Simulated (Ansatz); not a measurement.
`[Cl][Al]1[CH2][SiH2]1` + H₂S → `[SH][Al]1[CH2][SiH2]1` + HCl at 298.15 K and 1 bar (ligand exchange at the Al–Cl bond).

Gas-phase electronic energies from Ansatz, PBE0-D4/def2-TZVP geometries. CCSD(T)/CBS adds triple-zeta CCSD(T) − MP2 to the extrapolated MP2 energy (def2 sets, frozen cores). This one scheme is used for every species. One conformer a species, not always the lowest.

```csv
species,CCSD(T)/CBS energy (Eh),H − E (kJ/mol),S (J/(mol·K))
`[Cl][Al]1[CH2][SiH2]1`,-1031.34760,132.1,336.4
H₂S,-398.97279,49.9,205.7
`[SH][Al]1[CH2][SiH2]1`,-969.92254,155.1,350.2
HCl,-460.38127,26.6,186.8
```

H − E and S are ideal-gas, rigid-rotor, harmonic terms from PBE0-D4/def2-TZVP, for one conformer and one mirror image of each species. 1 Eh = 2625.50 kJ/mol, R = 8.31446 J/(mol·K).

By hand: ΔE, ΔH, ΔS and ΔG.

ΔE = (-969.92254) + (-460.38127) − (-1031.34760) − (-398.97279) = 0.01658 Eh = 43.5 kJ/mol. Δ(H − E) = 155.1 + 26.6 − 132.1 − 49.9 = -0.3, so ΔH = 43.2 kJ/mol. ΔS = 350.2 + 186.8 − 336.4 − 205.7 = -5.1 J/(mol·K). ΔG = 43.2 − 298.15 × (-5.1)/1000 = 44.7 kJ/mol.

By hand: the equilibrium constant, and the temperature at which ΔG would vanish if ΔH and ΔS stayed fixed.

log₁₀ K = −ΔG/(RT ln 10) = -7.8. ΔH and −TΔS have one sign here, so there is no such temperature.

The number of gas molecules stays the same, so ΔS is small and ΔH decides. A doubt of 5 kJ/mol in ΔE shifts log₁₀ K by 0.9 here. Other conformers and mirror images would add mixing entropy, several J/(mol·K) or more a flexible species. These are equilibria of isolated gas molecules and say nothing of rates. Largest T1 diagnostic: 0.013 (customary marks: 0.02 for closed shells, 0.045 for open ones).

ΔS is within the doubt of such terms, so its sign, and with it that verdict, could turn.
